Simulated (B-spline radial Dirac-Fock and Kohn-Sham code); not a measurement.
Two-hole binding energies of Sb²⁺

System: antimony as Sb²⁺ in the configuration [Kr] 4d10 5s2 5p1.

Input file task.json (cfg lists n, l and occupation; rrms is the nuclear radius in fm):

```json
{"items": [{
  "Z": 51,
  "q": 2,
  "cfg": [[1, 0, 2], [2, 0, 2], [2, 1, 6], [3, 0, 2], [3, 1, 6], [3, 2, 10], [4, 0, 2], [4, 1, 6], [4, 2, 10], [5, 0, 2], [5, 1, 1]],
  "A": 121,
  "rrms": 4.6802,
  "do": ["binding", "quiet", "double"]
}]}
```

Launch: `python xray_run.py task.json out`

These are calculated numbers from a radial atomic solver; the model is ΔSCF Dirac-Fock with Breit, self-energy and vacuum polarisation, finite nucleus, configuration average. U is the two-hole binding energy less the two single-hole energies, the effective repulsion of the holes after relaxation. Each two-hole energy is an average over J within one jj subconfiguration.

```tsv
holes	E(a) (eV)	E(b) (eV)	E(ab) (eV)	U (eV)
1s⁻¹ 2p3/2⁻¹	30519.3	4162.3	34895.0	213.4
1s⁻¹ 3p1/2⁻¹	30519.3	844.2	31433.0	69.5
2s⁻¹ 2p1/2⁻¹	4734.1	4410.7	9270.6	125.8
2p1/2⁻²	4410.7	4410.7	8988.9	167.5
2s⁻¹ 3p3/2⁻¹	4734.1	797.3	5587.6	56.2
2s⁻¹ 3d3/2⁻¹	4734.1	566.0	5361.2	61.0
2s⁻¹ 3d5/2⁻¹	4734.1	556.7	5350.9	60.2
2p3/2⁻¹ 3s⁻¹	4162.3	976.5	5195.0	56.2
2p3/2⁻¹ 3p1/2⁻¹	4162.3	844.2	?	?
2p1/2⁻¹ 3d5/2⁻¹	4410.7	556.7	5029.0	61.6
2p3/2⁻¹ 3d3/2⁻¹	4162.3	566.0	4790.4	62.1
3p1/2⁻¹ 3p3/2⁻¹	844.2	797.3	1684.7	43.2
3d3/2⁻¹ 3d5/2⁻¹	566.0	556.7	1171.7	49.0
4d3/2⁻¹ 4d5/2⁻¹	60.32	59.09	137.9	18.5
```

Task: Give the missing two-hole energy and U.

Result: E(ab) = 5066.2 eV and U = 59.8 eV.
